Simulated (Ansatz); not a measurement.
Consider the ligand exchange at the In–O bond: `[CH3][In]([OH])[F]` + H–F → `[CH3][In]([F])[F]` + H₂O.

Gas-phase electronic energies from Ansatz, PBE0-D4/def2-TZVP geometries. CBS: MP2 limit from def2 TZ/QZ plus the TZ coupled-cluster correction, frozen cores. This one scheme is used for every species. Functionals use def2-TZVPP. B3LYP here is the variant with VWN-RPA as its local correlation; programs differ in this. Elements past krypton have def2 core potentials. For In outer-core shells are correlated without core-valence functions, which leaves a few kJ/mol of doubt a bond. Each species was taken in one conformer, which may not be the lowest.

```csv
level,ΔE (kcal/mol),difference from CCSD(T)/CBS
PBE0-D4,-9.1,-1.1
revPBE,-9.8,-1.8
B3LYP,-10.2,-2.2
CAM-B3LYP,-10.3,-2.3
LC-ωPBE,-10.4,-2.4
RPA@PBE/def2-TZVPP,-7.5,0.5
HF/def2-SVP,-13.0,-5.0
HF/def2-TZVPP,-11.6,-3.6
CCSD(T)/def2-TZVPP,-7.7,0.3
CCSD/CBS(def2),-8.4,-0.4
CCSD(T)/CBS,-8.0,0
```

Largest T1 diagnostic among the species: 0.016.

In def2-TZVPP, CCSD(T) changes the Hartree–Fock value by +3.9 kcal/mol (the triples alone add +0.5 kcal/mol) and MP2 by +4.7 kcal/mol. At CCSD(T), def2-SVP lies −2.1 kcal/mol from the extrapolated value and def2-TZVPP +0.3 kcal/mol. Leaving LDA and LC-ωPBE aside and taking each functional with its dispersion term where it has one, the values, not all of them listed here, spread over 2.2 kcal/mol, from B97M-V to PBE-QIDH. LDA lies +1.6 kcal/mol from PBE without D4.
